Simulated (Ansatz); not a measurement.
Q: Name a neutral molecule of B, C, Ga, O and H with size of the dipole moment (B3LYP/def2-TZVPP) between 0.60 and 0.90 D and HOMO–LUMO gap (ωB97M-V/def2-TZVPP) between 9.30 and 9.60 eV (Ansatz, PBE0-D4/def2-TZVP geometry).

A: `[BH2][GaH][O]CC` (0.85 D, 9.46 eV). Other molecules can fit too; these were computed, each in one conformer that needn't be the lowest.

B3LYP here is the variant with VWN-RPA as its local correlation; programs differ in this.
